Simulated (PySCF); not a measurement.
Te(NH2)(GeH3) (GeH5NTe), SMILES N[Te][GeH3]. Atoms are numbered in the order given.

```xyz
8

Te     0.3659     0.8980     0.0000
N     -1.7203     1.2461     0.0000
H     -1.9121     1.8372    -0.8230
H     -1.9121     1.8372     0.8230
Ge    -0.0835    -1.6454     0.0000
H      1.2885    -2.3755     0.0000
H     -0.8884    -2.0331     1.2674
H     -0.8884    -2.0331    -1.2674
```

The structure is a stationary point at PBE-D3(BJ)/def2-SVP. The structure was generated by enumeration, and PubChem lists no compound with its InChIKey, so it may never have been made. The def2 effective core potentials stand for the cores of Te; spin–orbit coupling is left out. Other conformers were not sampled.

The numbers are results of PySCF with B3LYP/def2-TZVPD, not measurements.

Symmetry labels are those of the subgroup Cs that the program uses (full group Cs).

Computed valence orbital energies around the gap with their symmetry:
| orbital | symmetry | energy (eV) |
|---|---|---|
| HOMO−7 | A' | -14.63 |
| HOMO−6 | A" | -13.09 |
| HOMO−5 | A' | -10.42 |
| HOMO−4 | A" | -9.53 |
| HOMO−3 | A' | -9.39 |
| HOMO−2 | A' | -8.82 |
| HOMO−1 | A' | -7.09 |
| HOMO | A" | -6.07 |
| LUMO | A' | -1.83 |
| LUMO+1 | A' | -0.90 |
| LUMO+2 | A' | -0.14 |
| LUMO+3 | A' | 0.45 |
